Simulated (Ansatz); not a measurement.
The cluster WS4 was relaxed with PBE-D4 (def2-SVP) in Ansatz in these states: charge +1 doublet, neutral quintet, neutral singlet, neutral triplet. The geometries follow in no particular order.

In the def2 sets W takes a core potential; there is no spin–orbit coupling.

A:

```xyz
5

W     0.371   -0.198    0.089
S     1.824    0.609    1.456
S     0.943   -2.066   -0.812
S    -1.124    1.328   -1.131
S    -2.014    0.327    0.397
```

B:

| atom | x (Å) | y (Å) | z (Å) |
| --- | --- | --- | --- |
| W1 | 0.468 | -0.006 | -0.018 |
| S2 | 1.104 | 2.049 | 0.047 |
| S3 | 1.167 | -1.017 | -1.797 |
| S4 | -1.802 | -0.448 | -0.076 |
| S5 | -0.937 | -0.578 | 1.844 |

C:

```xyz
5

W    -0.168   -0.488    0.417
S     0.694    0.439    2.129
S     1.264   -1.870   -0.343
S     0.073    1.255   -1.157
S    -1.862    0.664   -1.047
```

D:

```xyz
5

W     0.1921    0.0031    0.2123
S     1.5501    1.5772    1.0281
S     0.9068   -1.5323    1.6674
S    -0.5948   -0.3110   -2.1131
S    -2.0542    0.2630   -0.7947
```

**Question.** Judge from the bond lengths which geometry belongs to which state (an estimate).

**Answer.** A is the neutral triplet (W1–S4 2.459 Å, W1–S5 2.461 Å, W1–S2 2.152 Å); B is the neutral singlet (W1–S4 2.313 Å, W1–S5 2.403 Å, W1–S2 2.152 Å); C is the charge +1 doublet (W1–S4 2.361 Å, W1–S5 2.518 Å, W1–S2 2.130 Å); D is the neutral quintet (W1–S4 2.475 Å, W1–S5 2.475 Å, W1–S2 2.233 Å).
